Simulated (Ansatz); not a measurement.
Cost and result for the atomization energy of Al₂GeH₅N (9 atoms, 10 bonds).

```xyz
9

N     0.898   -0.747    0.430
Ge    0.052   -0.126   -1.311
Al   -0.711    1.934   -0.418
Al   -0.684    0.082    1.208
H     0.960   -1.757    0.497
H     1.818   -0.364    0.590
H     0.487   -1.293   -2.238
H    -1.571    3.006   -1.208
H    -1.248   -0.736    2.450
```

Total charge 0; spin multiplicity 1. Correlated methods include outer-core shells of Ge, which these sets cover unevenly. Scalar relativity is left out up to krypton. The bonds changed during the relaxation, so this is another structure than the one it started from. All single points use the PBE0-D4/def2-TZVP geometry. It is one conformer, not always the lowest. Program: Ansatz. All runs use 4 threads of an Intel Xeon Platinum 8259CL on a shared host. Times are those of one run each, without the atoms' runs, and a repeat can differ threefold. Electronic energies, without spin–orbit coupling; frozen cores. CCSD(T)/CBS adds CCSD(T) − MP2 in def2-TZVPP to the MP2 limit, and its time is that of the two runs behind it. T1 = 0.014. With those shells the extrapolation isn't a true limit.

CCSD(T)/CBS is a level of theory with its own doubt, some kJ/mol a heavy atom from the limit and from the frozen cores, so smaller differences don't rank the functionals.

```
                             level  functions  wall time
                BLYP-D4/def2-TZVPP        233      1.9 s
              revPBE-D4/def2-TZVPP        233      1.9 s
   PBE-D4/def2-TZVPP (with forces)        233      2.5 s
               BHLYP-D4/def2-TZVPP        233      3.2 s
                  CCSD(T)/def2-SVP        107      3.5 s
r2SCAN-D4/def2-TZVPP (with forces)        233      4.4 s
             r2SCANh-D4/def2-TZVPP        233      4.8 s
                 B2PLYP/def2-TZVPP        233        6 s
               PBE-QIDH/def2-TZVPP        233        6 s
  ωB97M-V/def2-TZVPP (with forces)        233       11 s
                    MP2/def2-QZVPP        436       22 s
                CCSD(T)/def2-TZVPP        233       58 s
                 CCSD(T)/CBS(def2)          –       79 s
```

Problem. What atomization energy does each give, and how far from CCSD(T)/CBS? (An estimate is asked.)

Solution. Ansatz gave: 
| level | atomization (kJ/mol) | difference from CCSD(T)/CBS | per bond |
| --- | --- | --- | --- |
| BLYP-D4/def2-TZVPP | 2386.1 | -46.3 | -4.6 |
| revPBE-D4/def2-TZVPP | 2378.1 | -54.3 | -5.4 |
| PBE-D4/def2-TZVPP (with forces) | 2439.6 | 7.2 | 0.7 |
| BHLYP-D4/def2-TZVPP | 2333.6 | -98.8 | -9.9 |
| CCSD(T)/def2-SVP | 2233.4 | -199.0 | -19.9 |
| r2SCAN-D4/def2-TZVPP (with forces) | 2436.2 | 3.8 | 0.4 |
| r2SCANh-D4/def2-TZVPP | 2417.4 | -15.0 | -1.5 |
| B2PLYP/def2-TZVPP | 2366.4 | -66.0 | -6.6 |
| PBE-QIDH/def2-TZVPP | 2386.5 | -45.9 | -4.6 |
| ωB97M-V/def2-TZVPP (with forces) | 2403.8 | -28.6 | -2.9 |
| MP2/def2-QZVPP | 2403.3 | -29.1 | -2.9 |
| CCSD(T)/def2-TZVPP | 2356.0 | -76.4 | -7.6 |
| CCSD(T)/CBS(def2) | 2432.4 | 0.0 | 0.0 |

At CCSD(T), def2-SVP lies −199.0 kJ/mol from the extrapolated value and def2-TZVPP −76.4 kJ/mol: correlation converges slowly with the basis, and small sets miss more of it in the bonded molecule than in its fragments. In def2-TZVPP, CCSD(T) changes the Hartree–Fock value by +739.5 kJ/mol (the triples alone add +51.2 kJ/mol) and MP2 by +742.5 kJ/mol; breaking electron pairs costs correlation energy, which Hartree–Fock lacks. From BLYP to BHLYP (50 % exact exchange), in def2-TZVPP and without D4, the atomization energy moves by −40.0 kJ/mol: exact exchange takes away binding that semilocal exchange gives to molecules.

For some Ge, Se and Sn compounds the MP2-based and the directly extrapolated limit differ by 10 to 25 kJ/mol.
